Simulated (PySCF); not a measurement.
**From computed data to an observable: chemical shift, span and skew from a shielding tensor**

Si(Cl)(OH)2(OMe) (CH5ClO3Si), SMILES CO[Si](O)(O)Cl. Atoms are numbered in the order given.

```xyz
11

C      2.3652    -0.4174     0.1348
O      1.1189    -0.9278    -0.2968
Si    -0.3512    -0.3127     0.0701
O     -0.6185    -0.4619     1.6824
O     -1.5259    -1.1079    -0.7554
Cl    -0.3668     1.7002    -0.4637
H      2.4823    -0.5224     1.2271
H      3.1644    -0.9885    -0.3606
H      2.4762     0.6486    -0.1299
H     -1.4508    -0.1254     2.0339
H     -1.5085    -1.0523    -1.7180
```

The structure is a stationary point at B3LYP-D3(BJ)/def2-SVP. One conformer was computed; it need not be the lowest.

GIAO shieldings from PBE0/pcSseg-1 in PySCF, non-relativistic, no solvent. The symmetric part of the tensor of C1 has the principal values 104.1, 105.2, 183.2 ppm. The same nucleus in TMS has σ = 186.3 ppm at this level (PySCF, at its B3LYP-D3(BJ)/def2-TZVP geometry). Without spin–orbit terms, shifts of atoms bonded to Cl or Br come out too high.

### Question
Work out the isotropic shielding, the ¹³C shift against TMS, the span and the skew.

### Answer

σ(iso) = (σ11 + σ22 + σ33)/3 = 130.8 ppm. δ = σ(ref) − σ(iso) = 186.3 − (130.8) = 55.5 ppm.
Span Ω = σ33 − σ11 = 79.1 ppm. Skew κ = 3(σ(iso) − σ22)/Ω = 0.97, an axial tensor. Tumbling in solution averages the tensor to δ; in a static solid the shielding alone would spread this spin-1/2 line over Ω.
